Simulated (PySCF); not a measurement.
Computed shifts of a molecule H7NO2Si2, HF/pcSseg-1 (PySCF), GIAO, gas phase, atoms alike by connectivity averaged where their shifts nearly agree, in ppm (number of nuclei): ¹⁵N: 27.9 (1). ²⁹Si: -23.1 (1), -99.4 (1). ¹H: 3.35 (3), 2.44 (2), 1.02 (2). References: ¹⁵N against NH3 (σ = 267.3 ppm); ²⁹Si against TMS (σ = 393.8 ppm); ¹⁷O against H2O (σ = 333.0 ppm); ¹H against TMS (σ = 31.99 ppm), references at their B3LYP-D3(BJ)/def2-TZVP geometries, non-relativistic. Coordinates come from a TPSSh-D3(BJ)/def2-SVP optimisation. Other conformers were not sampled.

Question: Pick the molecule that these values belong to.
(A) N[Si@H](O)O[SiH3]
(B) N[Si](O)(O)[SiH3]
(C) N[SiH2]O[SiH2]O
(D) N[Si@@H](O)[SiH2]O

Answer: B, N[Si](O)(O)[SiH3]
